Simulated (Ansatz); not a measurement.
Born–Oppenheimer molecular dynamics of CH9NSSi2 (14 atoms, charge 0, multiplicity 1). It goes on from the last frame of an earlier run, with new velocities.

Method: UKS PBE0/STO-3G in Ansatz.

```json
{"ensemble": "NVT, Nosé–Hoover chain", "time step": "0.25 fs", "steps asked": "143", "set temperature": "1500 K", "thermostat": "time constant 20 fs, chain length 3", "seed": "57507"}
```

First frame:

```xyz
14
Properties=species:S:1:pos:R:3
Si -1.610 0.830 1.090
N -0.422 1.064 -0.309
C 0.899 0.274 -0.269
Si 0.652 -1.734 -0.206
S 1.975 0.800 -1.611
H -1.023 0.854 2.441
H -2.430 -0.387 0.922
H -2.473 2.046 1.305
H -0.193 2.072 -0.178
H 1.572 0.379 0.654
H 2.110 -2.054 -0.515
H -0.172 -2.086 -1.279
H -0.177 -2.293 0.695
H 1.134 0.329 -2.558
```

Task: What does the run give?

Result: The run went to its last step.

```json
{
  "steps done": "143",
  "time covered": "35.75 fs",
  "mean temperature over the second half": "1496 K",
  "spread of the potential energy over the second half": "37.7 meV per atom",
  "mean potential energy of the second half above the start": "40.7 meV per atom"
}
```

The conserved energy stayed within 0.061 meV per atom of its start (net change 0.0029 meV per atom), so the integration is sound. A run of 0.036 ps of so small a system gives no equilibrium averages. Limits of this set-up: minimal basis.

Task: What happens to the structure?

Result: The same pairs are bonded in the first frame and the last. Pairs count as bonded within 1.25 times the sum of covalent radii (0.12 Å more for H–H). Another seed would give other details.

Task: How do temperature and energy run in time?

Result: 
| time (fs) | T (K) | potential energy less start (eV) | conserved less start (meV/atom) |
| --- | --- | --- | --- |
| 0.0 | 1500 | 0.000 | 0.00 |
| 1.0 | 1578 | -0.122 | -0.04 |
| 2.0 | 1607 | -0.168 | -0.06 |
| 3.0 | 1546 | -0.075 | -0.03 |
| 4.0 | 1447 | 0.077 | 0.00 |
| 5.0 | 1378 | 0.184 | 0.01 |
| 6.0 | 1364 | 0.205 | 0.01 |
| 7.0 | 1398 | 0.152 | -0.02 |
| 8.0 | 1435 | 0.096 | -0.04 |
| 9.0 | 1415 | 0.129 | -0.06 |
| 10.0 | 1314 | 0.288 | -0.04 |
| 11.0 | 1168 | 0.518 | -0.01 |
| 12.0 | 1037 | 0.727 | 0.01 |
| 13.0 | 966 | 0.844 | 0.00 |
| 14.0 | 950 | 0.879 | -0.02 |
| 15.0 | 936 | 0.913 | -0.02 |
| 16.0 | 930 | 0.938 | 0.02 |
| 17.0 | 1001 | 0.848 | 0.02 |
| 18.0 | 1160 | 0.627 | -0.01 |
| 19.0 | 1352 | 0.365 | -0.02 |
| 20.0 | 1533 | 0.127 | -0.03 |
| 21.0 | 1680 | -0.051 | -0.04 |
| 22.0 | 1768 | -0.133 | -0.04 |
| 23.0 | 1798 | -0.122 | -0.02 |
| 24.0 | 1791 | -0.052 | -0.01 |
| 25.0 | 1766 | 0.045 | -0.01 |
| 26.0 | 1722 | 0.171 | -0.03 |
| 27.0 | 1620 | 0.385 | -0.03 |
| 28.0 | 1451 | 0.700 | 0.01 |
| 29.0 | 1295 | 0.993 | 0.04 |
| 30.0 | 1217 | 1.164 | 0.03 |
| 31.0 | 1198 | 1.245 | 0.02 |
| 32.0 | 1212 | 1.279 | 0.03 |
| 33.0 | 1268 | 1.255 | 0.04 |
| 34.0 | 1377 | 1.156 | 0.03 |
| 35.0 | 1522 | 1.011 | 0.01 |

Run time: 13 min on 1 thread of Arm Neoverse V1, on a shared host, peak memory 0.18 GiB.
